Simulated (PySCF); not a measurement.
CH2NS, SMILES N[C]=S, multiplicity 2. Atoms are numbered in the order given.

```xyz
5

N     -0.1199    -1.5924     0.0000
C      0.4252    -0.4025     0.0000
S     -0.0651     1.1067     0.0000
H     -1.1251    -1.7265     0.0000
H      0.4550    -2.4181     0.0000
```
Charge 0, spin multiplicity 2.

Geometry optimised at PBE0-D3(BJ)/def2-TZVP. The isomer is the one that the SMILES or the coordinates give; other isomers of the formula were not compared. The values are those of a single conformer.

All values below come from PBE/def2-TZVPD in PySCF.

Mulliken values depend strongly on the basis, most of all with diffuse functions as here. ESP charges are fitted to the potential on shells at 1.4 to 2.0 van der Waals radii. Atomic charges (e):

| atom | Mulliken | meta-Löwdin | ESP fit | Mulliken spin |
|---|---|---|---|---|
| N1 | -0.18 | -0.32 | -0.34 | -0.03 |
| C2 | 0.19 | -0.15 | -0.12 | 0.56 |
| S3 | -0.37 | -0.03 | -0.12 | 0.41 |
| H4 | 0.16 | 0.24 | 0.28 | 0.07 |
| H5 | 0.20 | 0.26 | 0.30 | -0.01 |
